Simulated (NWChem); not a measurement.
# diethyl ether (C4H10O); SMILES O(CC)CC

```xyz
15

C     -0.1133     2.3305    -0.1733
C     -0.3222     0.9373     0.3718
O      0.5930     0.0725    -0.2406
C      0.5940    -1.2417     0.2454
C     -0.5780    -2.0806    -0.2351
H      0.9132     2.6721     0.0263
H     -0.2695     2.3441    -1.2622
H     -0.8157     3.0400     0.2885
H     -0.1780     0.9279     1.4734
H     -1.3675     0.6148     0.1898
H      0.6312    -1.2402     1.3551
H      1.5371    -1.6915    -0.1044
H     -0.4675    -3.1223     0.1034
H     -0.6245    -2.0785    -1.3348
H     -1.5410    -1.7098     0.1478
```
Atoms are numbered in this order, from 1.

Results from NWChem. Pople sets run with spherical d functions. The geometry was optimised at PBE0/def2-SVP. Static field.

Task: Predict the results for PBE/6-31G*. Quantities: isotropic polarisability (bohr³); anisotropy (bohr³).

Result: 
| Quantity | Value |
|---|---|
| isotropic polarisability (bohr³) | 49.2 |
| anisotropy (bohr³) | 14.1 |
